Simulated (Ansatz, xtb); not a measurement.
# Two isomers of C3H8B

Structure I is `CB[CH]C`, a doublet and structure II is `[CH2]B(C)C`, a doublet. Both are isolated molecules in the gas phase, relaxed with B3LYP-D3(BJ)/def2-SVP; the shapes shown needn't be the lowest conformers.

I (Å):

| atom | x (Å) | y (Å) | z (Å) |
| --- | --- | --- | --- |
| C | 1.6720 | 0.2874 | -1.1963 |
| C | 2.2164 | -1.4290 | 0.8624 |
| C | 2.6247 | -2.7306 | 1.4569 |
| B | 2.1142 | -1.1121 | -0.6357 |
| H | 1.4400 | 1.0460 | -0.4317 |
| H | 2.4564 | 0.6931 | -1.8629 |
| H | 0.7857 | 0.1686 | -1.8482 |
| H | 2.3910 | -1.9973 | -1.4214 |
| H | 1.9737 | -0.6485 | 1.6002 |
| H | 2.8596 | -3.4885 | 0.6950 |
| H | 1.8322 | -3.1333 | 2.1183 |
| H | 3.5087 | -2.6094 | 2.1138 |

II (Å):

```xyz
12

C    -1.3768   -0.7851   -0.6128
C     1.0910    0.2877   -0.3044
C    -0.8447    0.8615    1.5010
B    -0.3650    0.1226    0.1905
H    -1.1032   -0.9616   -1.6653
H    -2.4166   -0.4201   -0.5650
H    -1.3879   -1.7773   -0.1168
H     1.8418    0.8825    0.2313
H     1.4676   -0.1794   -1.2234
H    -1.6051    0.2941    2.0635
H    -1.3487    1.7964    1.1811
H    -0.0346    1.1585    2.1861
```

Task: Estimate E(II) − E(I) at the level CCSD(T)/def2-SVP + ΔMP2/def2-TZVPP.

Result: Calculated at CCSD(T)/def2-SVP + ΔMP2/def2-TZVPP: E(II) − E(I) = −0.306 eV, so structure II lies lower.

The same difference at several levels:

```csv
level,geometry,E(II) − E(I) (eV),departure from the last row (eV),"job, with rough time for the two"
GFN2-xTB,GFN2-xTB,+0.376,+0.682,"optimisation, 0.15 s"
HF/STO-3G,GFN2-xTB,−0.228,+0.078,"single point, 0.2 s"
r2SCAN-D4/def2-SVP,GFN2-xTB,−0.262,+0.044,"single point, 4.4 s"
B3LYP-D3(BJ)/def2-SVP,B3LYP-D3(BJ)/def2-SVP,−0.242,+0.064,"optimisation, 67 s"
HF/def2-SVP,B3LYP-D3(BJ)/def2-SVP,−0.313,−0.007,part of the CCSD(T) run
MP2/def2-SVP,B3LYP-D3(BJ)/def2-SVP,−0.305,+0.001,part of the CCSD(T) run
CCSD(T)/def2-SVP,B3LYP-D3(BJ)/def2-SVP,−0.271,+0.035,single point
CCSD(T)/def2-SVP + ΔMP2/def2-TZVPP,B3LYP-D3(BJ)/def2-SVP,−0.306,,"single point, 43 s"
```

As drawn, II has 1 C–B, 1 C–H in place of 1 C–C, 1 B–H.

GFN2-xTB puts the two in the other order. The largest departure from CCSD(T)/def2-SVP + ΔMP2/def2-TZVPP is that of GFN2-xTB, 0.682 eV. The last row adds to CCSD(T) the change of the MP2 difference between the two basis sets, here −0.035 eV.

With harmonic frequencies from B3LYP-D3(BJ)/def2-SVP (ideal gas, rigid rotor, one conformer each, 600 K, 1 atm): on the last row, ΔE + ΔZPE = −0.317, ΔH = −0.294, ΔG = −0.312 eV.

Open shells are spin-unrestricted. The correlated steps freeze 4 core orbitals. Mirror images aren't counted in ΔG. Codes used: Ansatz 0.2.0, xtb 6.7.1; the last row on 2 threads of Arm Neoverse V2 on a shared host.
